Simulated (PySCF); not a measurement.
Mg(Cl)(OMe) (CH3ClMgO), SMILES C[O][Mg][Cl].

Geometry optimised at B3LYP-D3(BJ)/def2-SVP. Other conformers were not sampled.

Level of theory: B3LYP-D3(BJ)/def2-SVP in PySCF.

Frequencies are harmonic and unscaled.

Modes within 1.5 cm⁻¹ of each other (mostly degenerate sets) share a row, with their intensities summed.

Estimate the vibrational spectrum. (Estimate from the structure and the level; the computed values follow.)


| mode | ν (cm⁻¹) | IR (km/mol) | Raman (Å⁴/amu) | depolarisation | moving atoms (share of kinetic energy) |
|---|---|---|---|---|---|
| 1–2 | 76 | 1.6 | 0.0 | – | Mg 24 %, C 23 %, O 23 %, H 19 %, Cl 11 % |
| 3–4 | 151 | 155.9 | 0.2 | 0.75 | Mg 49 %, O 42 % |
| 5 | 359 | 4.5 | 10.6 | 0.16 | Cl 55 %, C 19 %, O 18 % |
| 6 | 710 | 50.1 | 1.9 | 0.07 | Mg 67 %, C 20 % |
| 7–8 | 1185 | 0.0 | 0.0 | – | H 76 %, C 19 % |
| 9 | 1277 | 386.0 | 5.6 | 0.15 | O 60 %, C 35 % |
| 10–11 | 1474 | 0.5 | 44.1 | 0.75 | H 96 % |
| 12 | 1483 | 36.5 | 15.8 | 0.74 | H 88 %, C 11 % |
| 13 | 2952 | 154.9 | 168.2 | 0.01 | H 98 % |
| 14–15 | 3013 | 129.2 | 281.1 | 0.75 | H 90 %, C 10 % |
